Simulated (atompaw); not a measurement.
## Before and after: PAW (atompaw) potential for bismuth (Bi)

```json
{
 "Element": "bismuth",
 "Generator": "atompaw 4.2.0.5",
 "Type": "PAW",
 "Functional": "PBE",
 "Relativity": "scalar-relativistic",
 "Frozen core": "[Xe] 4f14",
 "Valence charge": "15",
 "Reference configuration": "5d10 6s2 6p3",
 "Partial waves": "6s (bound): rc 2.00 bohr; 6s channel at 4.05 Ry: rc 2.00 bohr; 6p (bound): rc 2.00 bohr; 6p channel at 2.55 Ry: rc 2.00 bohr; 5d (bound): rc 2.00 bohr; 5d channel at -1.35 Ry: rc 2.00 bohr",
 "Local potential": "ultrasoft scheme with l = 3 at 0 Ry, radius 1.95 bohr",
 "Core correction": "smooth core density matched at 1.30 bohr",
 "Augmentation charge": "besselshape compensation charge, radius 1.45 bohr; PAW radius 2.00 bohr; waves and projectors: custom rrkj gramschmidtortho"
}
```

Change: wave 6p channel at 2.55 Ry: rc 2.00 bohr becomes 6p channel at -0.07 Ry: rc 2.00 bohr.

Cutoffs: the cutoffs (Ry, on a coarse ladder) from which the occupation-weighted sum of valence levels, in a spherical-Bessel basis at the reference potential, stays within 10 and 1 mRy of its value at 400 Ry; they do not see the model core or the augmentation charge, which bear on the density cutoff.

Task: What does the change do?

Result: The potential gets neither clearly harder nor softer (30 Ry and 50 Ry → 30 Ry and 50 Ry); the bound ghosts move from s to p, s; the range in which the p phases agree widens (upper end 0.4 → at the end of the scan).

| quantity | base | changed |
| --- | --- | --- |
| cutoff, loose | 30 Ry | 30 Ry |
| cutoff, tight | 50 Ry | 50 Ry |
| loose cutoff by channel (10 mRy a level) | s 8 Ry, p 8 Ry, d 25 Ry | s 8 Ry, p 6 Ry, d 25 Ry |
| bound ghosts | s | p, s |
| s: phases at 2.01 bohr within 0.05 rad from the reference energy up to (Ry; the scan ends near 5) | to the end of the scan | to the end of the scan |
| p: phases at 2.01 bohr within 0.05 rad from the reference energy up to (Ry; the scan ends near 5) | 0.4 | to the end of the scan |
| d: phases at 2.01 bohr within 0.05 rad from the reference energy up to (Ry; the scan ends near 5) | 2.5 | 2.5 |
| lowest overlap eigenvalue by channel | s 0.59, p 0.57, d 0.56 | s 0.59, p 0.61, d 0.56 |

 A true bound ghost makes a file unfit for plane-wave use even where its test errors are small: the radial tests pick states by their node count and pass the ghost by. The cutoffs see the waves, projectors and local potential, not the compensation charge or the core.
